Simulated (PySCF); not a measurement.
C4H3FOS, SMILES c1c(cc(s1)O)F.

Coordinates come from a ωB97X-D3(BJ)/def2-SVP optimisation. One conformer was computed; it need not be the lowest.

Vertical ionisation energy (IE) and electron affinity (EA) in eV. Rows of orbital energies are one-electron estimates. Where ΔSCF, EOM or ADC give a negative EA the extra electron is unbound and the value depends on the basis.

```tsv
level	IE	EA
−ε(HOMO), −ε(LUMO), ωB97X/def2-TZVP (PySCF)	___	___
−ε(HOMO), −ε(LUMO), PBE/def2-TZVP (PySCF)	5.24	1.28
```

**Question.** What belongs in the gaps? (The exact figures need the calculation; the answer reports its results.)

**Answer.** 
- −ε(HOMO), −ε(LUMO), ωB97X/def2-TZVP (PySCF), IE: 8.61
- −ε(HOMO), −ε(LUMO), ωB97X/def2-TZVP (PySCF), EA: -1.84
